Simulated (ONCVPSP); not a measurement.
# Reading a pseudo-wave (copper (Cu))

Columns: radius, all-electron u(r) and pseudo u(r) of the 3s shell (level -116.68 eV) of copper in the configuration [Ne] 3s2 3p6 3d10 4s0.75; PBE, scalar-relativistic, ONCV scheme, ONCVPSP 4.0.1.

```tsv
r (bohr)	all-electron	pseudo
0.057	0.1408	0.1342
0.115	-0.5326	0.2733
0.172	-0.6967	0.4141
0.230	-0.4391	0.5613
0.288	0.0002	0.7093
0.345	0.4397	0.8500
0.402	0.8047	0.9786
0.460	1.0722	1.0890
0.518	1.2354	1.1716
0.575	1.3106	1.2213
0.632	1.3209	1.2381
0.690	1.2834	1.2222
0.747	1.2157	1.1776
0.805	1.1279	1.1084
0.862	1.0323	1.0243
0.920	0.9323	0.9298
0.977	0.8356	0.8350
1.035	0.7418	0.7416
1.092	0.6560	0.6558
1.150	0.5758	0.5757
1.208	0.5033	0.5031
1.265	0.4393	0.4392
1.322	0.3824	0.3823
1.380	0.3311	0.3311
1.438	0.2861	0.2861
1.495	0.2473	0.2473
```

Problem. How many radial nodes do the two functions have?

Solution. The all-electron 3s function has n − l − 1 = 2; the pseudo-wave has 0, since the states of the same l below it are removed with the core.

Problem. At about which radius was the pseudo-wave matched?

Solution. 1.15 bohr. The columns agree to 0.0005 from 1.03 bohr on; several derivatives are matched, so the curves merge somewhat inside the radius.

Problem. Is the pseudo-wave norm-conserving?

Solution. Yes: the ONCV scheme keeps the norm inside the radius equal to the all-electron one, which fixes the energy derivative of the logarithmic derivative at the level.
